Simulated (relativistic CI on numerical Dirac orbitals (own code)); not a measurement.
**How well does a small relativistic CI reproduce Ne6+?**

Calculated at this level of theory: Dirac-Coulomb-Breit CI, separate exchange-only KLI orbitals for each configuration, model QED, unscaled Slater integrals (own radial code, finite nucleus).

Configuration list (outside the closed core 1s2): 2s2, 2s.2p, 2p2, 2p.3s, 2p.3p, 2s.3s, 2s.3p, 2s.3d, 2s.4s, 2s.4p, 2s.4d, 2s.4f, 3s2, 3s.3p, 3p2. Levels of other configurations are missing.

```csv
Configuration,Term (tabulated),J,Measured (cm⁻¹),Computed,Error,Purity (%)
2s2,1S,0,0.0,0,0,94
2s.2p,1P° †,1,214952.0,227671,12719,100
2s.3s,1S,0,998250.0,997252,-998,96
2s.3p,1P°,1,1025690.0,1027475,1785,90
2s.3d,1D,2,1071900.0,1075464,3564,98
2p.3p,3P,0,1172000.0,1172152,152,100
2p.3p,1S,0,1193000.0,1212007,19007,92
2s.4s,1S,0,1307080.0,1310267,3187,96
2s.4p,1P°,1,1319870.0,1321128,1258,99
2s.4d,1D,2,1333920.0,1335004,1084,100
```

Measured levels from NIST levels in Podobedova, Fuhr, Reader and Wiese, J. Phys. Chem. Ref. Data 33, 525 (2004); pairs were made by configuration, J and term (by order where the table uses no LS term), so strongly mixed levels may be paired wrongly.

Mean error by configuration (cm⁻¹): 2s.3s -998; 2s.3p 1785; 2s.3d 3564; 2p.3p 9579; 2s.4s 3187; 2s.4p 1258; 2s.4d 1084. Over the excited levels the mean absolute error is 3879 cm⁻¹ (9 of the 9 excited levels that our extract of the source holds in range could be paired), and the median relative error of those above 1,000 cm⁻¹ is 0.14 %. † marks terms whose computed intervals miss the measured ones by more than a factor of 2.5, or configurations far off the rest, from wrong mixing, a near crossing or a doubtful label or measurement; they are left out of the means.
